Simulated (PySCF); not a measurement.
**From computed data to an observable: dipole moment from atomic charges**

CH4BrFOSi, SMILES Br[Si](C)(O)F. Atoms are numbered in the order given.

```xyz
9

C      2.0206    -0.2048    -1.0362
Si     0.1856    -0.1281    -0.7988
O     -0.4963    -1.5339    -1.3583
F     -0.4407     1.1479    -1.6094
Br    -0.3583     0.2080     1.3481
H      2.4524    -1.0319    -0.4398
H      2.4907     0.7453    -0.7161
H      2.2570    -0.3771    -2.1055
H     -1.4443    -1.6534    -1.1718
```

The structure is a stationary point at PBE-D3(BJ)/def2-SVP. The values are those of a single conformer.

Charges (e) from PBE/def2-TZVP in PySCF:

```csv
atom,Mulliken,ESP fit
C1,-0.465,-0.659
Si2,0.662,0.618
O3,-0.467,-0.545
F4,-0.277,-0.248
Br5,-0.221,-0.170
H6,0.149,0.192
H7,0.149,0.193
H8,0.148,0.232
H9,0.322,0.389
```

The dipole moment of the full density is 1.15 D.

Q: What dipole moment does each set of point charges give, and which comes closer to that of the density?

A: 
μ = Σ q r, and 1 e Å = 4.8032 D.
Mulliken: Σ q r = (0.222, -0.268, -0.126) e Å, |μ| = 1.78 D.
ESP fit: Σ q r = (0.137, -0.213, -0.068) e Å, |μ| = 1.26 D.
ESP fit comes closer in size. Point charges leave out the atoms' own dipoles (lone pairs, polarised bonds); fits to the potential absorb them, partitions of the density don't.
